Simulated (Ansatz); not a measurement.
PBE exchange is replaced step by step with exact exchange (0 % is PBE, 25 % PBE0; no dispersion term), basis def2-SVP, Ansatz. System: Ga5O14H13, a hydroxylated oxide cluster. The state is a singlet with charge 0. Geometry: PBE-D4/def2-SVP.

Geometry of the singlet:

```xyz
32

Ga   -0.3117   -0.7317    1.4985
Ga    0.1416    1.9348   -0.4101
Ga   -2.5476   -2.7074    2.3867
Ga   -0.8167   -0.9101   -1.6865
Ga    2.9861    2.0727   -0.1181
O     1.7785    2.8355   -1.4036
O     4.5989    2.7868    0.2211
O    -1.2419    2.7916   -1.2415
O     1.4185   -0.2601    1.9125
O    -0.4289   -1.8660   -0.0668
O    -0.6988   -2.0446   -3.0847
O     3.0035    0.2220   -0.4251
O     1.4472    2.1663    1.0209
O     0.6056    0.3608   -1.5092
O    -2.3256    0.1146   -1.3536
O    -1.0430    0.8902    0.8023
O    -2.2055   -3.5545    0.8070
O    -1.3634   -1.4537    2.8052
O    -3.9707   -3.2789    3.3066
H     1.8530    2.4528   -2.2990
H     4.5362    3.7380    0.4240
H    -0.9148    3.4744   -1.8540
H     2.0428   -0.4628    1.1737
H    -1.0330   -2.6593    0.0913
H    -1.3677   -1.8222   -3.7574
H     3.8688   -0.1557   -0.6642
H     1.4158    1.3136    1.5975
H     1.5301    0.0431   -1.2734
H    -2.2134    1.0363   -1.6913
H    -1.7943    0.6388    0.1645
H    -2.8664   -4.1983    0.4968
H    -4.0831   -2.7670    4.1297
```

Single mean-field runs in def2-SVP are fitted with def2-universal-jkfit.

```tsv
exact exchange (%)	HOMO (eV)	LUMO (eV)	gap (eV)
0	-6.49	-2.26	4.23
5	-6.84	-2.08	4.76
10	-7.20	-1.90	5.30
15	-7.56	-1.72	5.85
25	-8.29	-1.35	6.94
50	-10.13	-0.44	9.69
```

(1) Fit a straight line to the column «gap (eV)» against the share of exact exchange and predict its value at 35 %.

Results:

(1) With x = exact exchange (%) and y = gap (eV): mean x = 17.5, mean y = 6.128; Σ(x − x̄)(y − ȳ) = 179.1, Σ(x − x̄)² = 1638; slope b = 0.1093, intercept a = ȳ − b·x̄ = 4.215. The residuals of the fitted rows reach 0.02. At x = 35 the line gives 4.215 + (0.1093 × 35) = 8.04; the run gave 8.04, the same within rounding.
